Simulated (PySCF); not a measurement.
# From a computed spectrum to the compound

A species of 5 atoms with charge 2 has these harmonic modes (PBE0, small Gaussian bases with core potentials, PySCF 2.14.0):

```json
{"cm⁻¹": "304", "km/mol": "7.1", "symmetry": "a1"}
{"cm⁻¹": "589", "km/mol": "79.8", "symmetry": "e"}
{"cm⁻¹": "589", "km/mol": "79.8", "symmetry": "e"}
{"cm⁻¹": "1368", "km/mol": "116.1", "symmetry": "a1"}
{"cm⁻¹": "1634", "km/mol": "36.3", "symmetry": "e"}
{"cm⁻¹": "1634", "km/mol": "36.3", "symmetry": "e"}
{"cm⁻¹": "3424", "km/mol": "95.7", "symmetry": "a1"}
{"cm⁻¹": "3506", "km/mol": "107.3", "symmetry": "e"}
{"cm⁻¹": "3506", "km/mol": "107.3", "symmetry": "e"}
```

Task: Which species is it, and in which structure?

Result: [Eu(NH3)]2+ (singlet in the valence; each metal's 4f electrons, 7 of them, lie in its core potential, out of spins and levels):
```xyz
5

Eu    0.0000    0.0000   -0.2665
N     0.0000    0.0000    2.3153
H     0.9316    0.0000    2.7548
H    -0.4659    0.8068    2.7548
H    -0.4658   -0.8068    2.7548
```
Ideal gas at 298.15 K and 1 bar: S = 282.6 J/(mol K), Cp = 50.0 J/(mol K), H − H(0 K) = 11.9 kJ/mol (rigid rotor, harmonic modes, spin degeneracy alone, that of the 4f electrons in the core included). An lcecp potential fixes the number of 4f electrons, so in runs with it no electron can move into or out of that shell.
 Other answers can fit too; this one was computed.
